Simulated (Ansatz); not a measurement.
Stepwise reaction of `[SH][GeH3]` with hydrogen sulfide, as a gas-phase model of exchange steps in deposition or etching. ΔE in kJ/mol; ΔG adds harmonic PBE0-D4 terms to CCSD(T)/CBS, at 1 bar.

Isolated molecules relaxed with PBE0-D4/def2-TZVP in Ansatz; ΔE leaves out vibrations. CCSD(T)/CBS adds triple-zeta CCSD(T) − MP2 to the extrapolated MP2 energy (def2 sets, frozen cores). This one scheme is used for every species. DFT in def2-TZVPP. B3LYP here is the variant with VWN-RPA as its local correlation; programs differ in this. For Ge outer-core shells are correlated without core-valence functions, which leaves a few kJ/mol of doubt a bond. Scalar relativity is left out up to krypton. One conformer a species, not always the lowest.

| step | reaction | PBE-D4 | B3LYP-D4 | ωB97M-V | CCSD(T)/CBS | ΔG(600 K) |
| --- | --- | --- | --- | --- | --- | --- |
| 1 | `[SH][GeH3]` + H₂S → `[SH][GeH2][SH]` + H₂ | -35.0 | -29.9 | -27.2 | -29.6 | -21.4 |
| 3 | `[SH][GeH]([SH])[SH]` + H₂S → `[SH][Ge]([SH])([SH])[SH]` + H₂ | -42.1 | -38.4 | -33.5 | -36.0 | -21.4 |

Problem. Give the row of step 2, `[SH][GeH2][SH]` + H₂S → `[SH][GeH]([SH])[SH]` + H₂. (An estimate is asked.)

Solution. Computed: 
```json
{"step": "2", "reaction": "`[SH][GeH2][SH]` + H₂S → `[SH][GeH]([SH])[SH]` + H₂", "PBE-D4": "-39.5", "B3LYP-D4": "-35.7", "ωB97M-V": "-32.4", "CCSD(T)/CBS": "-34.8", "ΔG(600 K)": "-20.2"}
```

Problem. By hand: ΔE of the 3 steps together at CCSD(T)/CBS.

Solution. (-29.6) + (-34.8) + (-36.0) = -100.4 kJ/mol, or -33.5 kJ/mol a step.

In ΔE step 3 is the lowest and step 1 the highest. All are downhill at CCSD(T)/CBS. ΔG lies between -21.4 and -20.2 kJ/mol a step. PBE-D4 differs from CCSD(T)/CBS by -6.1 to -4.7 kJ/mol a step. Isolated molecules leave out the surface, adducts and barriers. Largest T1 diagnostic: 0.011.
